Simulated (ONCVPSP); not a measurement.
## Which setting gave this result? (Br (Z = 35), ONCV)

Base potential:

```
Element                 : Br
Generator               : ONCVPSP 4.0.1
Type                    : optimised norm-conserving Vanderbilt (ONCV)
Functional              : PBE
Relativity              : scalar-relativistic
Frozen core             : [Ne]
Valence charge          : 25
Reference configuration : 3s2 3p6 3d10 4s2 4p3.5 (charge +1.5)
Partial waves           : 3s+4s: rc 0.90 bohr, ncon 4, nbas 7, qcut 12 1/bohr, 2 projectors; 3p+4p: rc 1.10 bohr, ncon 3, nbas 7, qcut 10.1 1/bohr, 2 projectors; 3d: rc 1.10 bohr, ncon 4, nbas 8, qcut 13.5 1/bohr, 3 projectors, debl 3.5 Ha
Local potential         : polynomial inside 0.65 bohr (lpopt 5, dvloc0 4 Ha)
Core correction         : none
```

Cutoffs, loose and tight: the cutoffs (Ha) at which the residual kinetic energy of the hardest occupied pseudo-wave falls to 1 and 0.1 mHa per electron. They do not see the model core or the augmentation charge, which bear on the density cutoff. Test errors are all-electron minus pseudo excitation energies from the reference, over the configurations 3s2 3p6 3d10 4s2 4p5; 3s2 3p6 3d10 4s2 4p4; 3s2 3p6 3d10 4s2 4p3; 3s2 3p6 3d10 4s2 4p2; variants that change the core or the reference have their own tests.

Only the scale of all radii (base = 1) is moved:

| scale of all radii (base = 1) | cutoff, loose | cutoff, tight | bound ghosts | largest test error (meV) |
| --- | --- | --- | --- | --- |
| 0.78 | 296 Ha | 350 Ha | d | -4.8 |
| 0.91 | 90 Ha | 227 Ha | none | -6.3 |
| 0.98 | 83 Ha | 138 Ha | none | -7.9 |
| 1.22 | 69 Ha | 77 Ha | none | -12 |
| 1.33 | 64 Ha | 72 Ha | none | -13 |

Question: One more run gave cutoff, loose: 75 Ha; cutoff, tight: 82 Ha; bound ghosts: none; largest test error (meV): -9.8. Which value of the scale of all radii (base = 1) was used?

Answer: 1.11. The loose cutoff moves one way along this sweep, from 296 Ha at 0.78 to 64 Ha at 1.33, which places the run between 0.98 and 1.22.
